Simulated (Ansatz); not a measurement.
Consider the formal exchange of groups at the Si–C bond: `CC[SiH2]C` + `BS[SiH2]C` → `BS[SiH2][SiH2]C` + `CCC`.

Isolated molecules relaxed with PBE0-D4/def2-TZVP in Ansatz; ΔE leaves out vibrations. CCSD(T)/CBS is the MP2 limit (def2-TZVPP, def2-QZVPP) plus CCSD(T) − MP2 in def2-TZVPP, frozen cores. Functionals use def2-TZVPP. B3LYP here is the variant with VWN-RPA as its local correlation; programs differ in this. Each species was taken in one conformer, which may not be the lowest.

Q: Is it downhill or uphill in electronic energy at CCSD(T)/CBS, and by how much? (An estimate is asked.)

A: The calculation gave: Uphill: ΔE = +33.6 kJ/mol.

Q: What do these levels give: r2SCAN-D4, PBE0-D4, B3LYP-D4, ωB97X-V, PBE, MP2/def2-TZVPP, SCS-MP2/def2-TZVPP, CCSD(T)/def2-TZVPP, HF/def2-QZVPP, MP2/def2-QZVPP, MP2/CBS(def2), CCSD/CBS(def2)? (Estimate.)

A: Computed: r2SCAN-D4 32.1, PBE0-D4 24.8, B3LYP-D4 30.2, ωB97X-V 32.0, PBE 23.0, MP2/def2-TZVPP 39.6, SCS-MP2/def2-TZVPP 37.8, CCSD(T)/def2-TZVPP 32.7, HF/def2-QZVPP 38.1, MP2/def2-QZVPP 40.4, MP2/CBS(def2) 40.5, CCSD/CBS(def2) 34.6 kJ/mol.

Largest T1 diagnostic among the species: 0.014.

From PBE to PBE0 (25 % exact exchange), in def2-TZVPP and without D4, ΔE moves by +3.3 kJ/mol.
